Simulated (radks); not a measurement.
Charge is removed step by step from the 3d down level of neutral iron, starting from [Ar] 3d(up 5, down 1) 4s2. Calculated with a radial shooting solver on a logarithmic mesh with Libxc functionals: scalar-relativistic Kohn-Sham, r2SCAN, spin-polarised, spherical densities, finite nucleus; meta-GGA in the generalised Kohn-Sham scheme; Fermi nuclear charge, rms radius 3.7377 fm.

[
 {"removed (e)": "0", "E - E(0) (eV)": "0.000", "eigenvalue (eV)": "-4.501", "E minus straight line (eV)": "0.000"},
 {"removed (e)": "0.125", "E - E(0) (eV)": "0.648", "eigenvalue (eV)": "-5.878", "E minus straight line (eV)": "-0.665"},
 {"removed (e)": "0.25", "E - E(0) (eV)": "1.472", "eigenvalue (eV)": "-7.316", "E minus straight line (eV)": "-1.153"},
 {"removed (e)": "0.375", "E - E(0) (eV)": "2.479", "eigenvalue (eV)": "-8.811", "E minus straight line (eV)": "-1.458"},
 {"removed (e)": "0.5", "E - E(0) (eV)": "3.677", "eigenvalue (eV)": "-10.362", "E minus straight line (eV)": "-1.573"},
 {"removed (e)": "0.625", "E - E(0) (eV)": "5.072", "eigenvalue (eV)": "-11.964", "E minus straight line (eV)": "-1.491"},
 {"removed (e)": "0.75", "E - E(0) (eV)": "6.670", "eigenvalue (eV)": "-13.616", "E minus straight line (eV)": "-1.205"},
 {"removed (e)": "0.875", "E - E(0) (eV)": "8.478", "eigenvalue (eV)": "-15.315", "E minus straight line (eV)": "-0.710"},
 {"removed (e)": "1", "E - E(0) (eV)": "10.501", "eigenvalue (eV)": "-17.060", "E minus straight line (eV)": "0.000"}
]

Removing the whole electron costs 10.501 eV by Delta-SCF, against 4.501 eV from minus the eigenvalue at the starting occupation. Slater's transition state (half an electron removed) gives 10.362 eV. Integrating minus the eigenvalue over the occupation (Janak's theorem) gives 10.501 eV. In this scalar-relativistic scheme the density is built from large components alone, so the theorem holds only approximately. The mean slope of the eigenvalue, de/dn, is 12.6 eV per electron.
